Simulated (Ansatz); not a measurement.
Computed with Ansatz on PBE0-D4/def2-TZVP structures; ΔE is electronic, products minus reactants. CCSD(T)/CBS is the MP2 limit (def2-TZVPP, def2-QZVPP) plus CCSD(T) − MP2 in def2-TZVPP, frozen cores. This one scheme is used for every species. Functionals use def2-TZVPP. B3LYP here is the variant with VWN-RPA as its local correlation; programs differ in this. def2 core potentials past Kr. For Br, Sn outer-core shells are correlated without core-valence functions, which leaves a few kJ/mol of doubt a bond. Scalar relativity is left out up to krypton. One conformer a species, not always the lowest.

Reaction (ligand exchange at the Sn–Br bond): `F[CH2][SnH2][Br]` + HCl → `F[CH2][SnH2][Cl]` + HBr

`F[CH2][SnH2][Br]`:

```xyz
8

F    -1.762   -1.081    0.217
C    -0.650   -0.818   -0.557
Sn    0.472    0.831    0.285
Br    1.991   -0.158    1.985
H    -0.978   -0.575   -1.572
H    -0.019   -1.709   -0.585
H     1.479    1.575   -0.874
H    -0.532    1.935    1.101
```

HCl:

Cartesian coordinates in Å:
```
Cl -0.140 -0.232 -0.579
H 0.140 0.232 0.579
```

`F[CH2][SnH2][Cl]`:

```xyz
8

F    -0.859    1.885   -0.259
C    -1.028    0.514   -0.256
Sn    0.788   -0.458    0.412
Cl    1.920   -1.085   -1.534
H    -1.258    0.183   -1.271
H    -1.863    0.265    0.404
H     0.485   -1.911    1.252
H     1.815    0.607    1.250
```

HBr:

Z-matrix (Å, degrees):
```
Br
H 1 1.420
```

| level | ΔE (kcal/mol) | difference from CCSD(T)/CBS |
| --- | --- | --- |
| B3LYP-D4 | 3.2 | -0.7 |
| ωB97X-V | 3.1 | -0.8 |
| ωB97M-V | 3.2 | -0.7 |
| MP2/def2-TZVPP | 3.7 | -0.2 |
| SCS-MP2/def2-TZVPP | 3.4 | -0.5 |
| CCSD/def2-TZVPP | 3.4 | -0.5 |
| CCSD(T)/def2-TZVPP | 3.4 | -0.5 |
| HF/def2-QZVPP | 3.4 | -0.5 |
| SCS-MP2/def2-QZVPP | 3.6 | -0.3 |
| CCSD/CBS(def2) | 4.0 | 0.1 |
| CCSD(T)/CBS | 3.9 | 0 |

Largest T1 diagnostic among the species: 0.012.
